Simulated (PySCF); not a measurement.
# PbCl at PBE0

Level: PBE0. PySCF, scalar-relativistic core potentials, basis sets Pb cc-pVTZ-PP with ECP60, Cl cc-pV(T+d)Z.

| Quantity | Value |
| --- | --- |
| state | ²Π (doublet), unpaired electrons π ↑ |
| bond length | 2.470 Å |
| harmonic wavenumber | 315 cm⁻¹ |
| force constant | 1.75 mdyn/Å |
| rotational constant Be | 0.09229 cm⁻¹ |
| anharmonicity ωexe | 0.916 cm⁻¹ |
| vibration–rotation constant αe | 0.000377 cm⁻¹ |
| well depth De to Pb + Cl | 3.77 eV |
| dissociation energy D0 | 3.75 eV |
| bond order (Mayer) | 0.99 |
| dipole moment (positive dipole means Pb(−)Cl(+)) | -3.59 D |

These are scalar-relativistic numbers at best; spin–orbit coupling would shift them, the dissociation energy most. The state is the lowest determinant that a PBE0 search found; another state may lie lower at other levels.
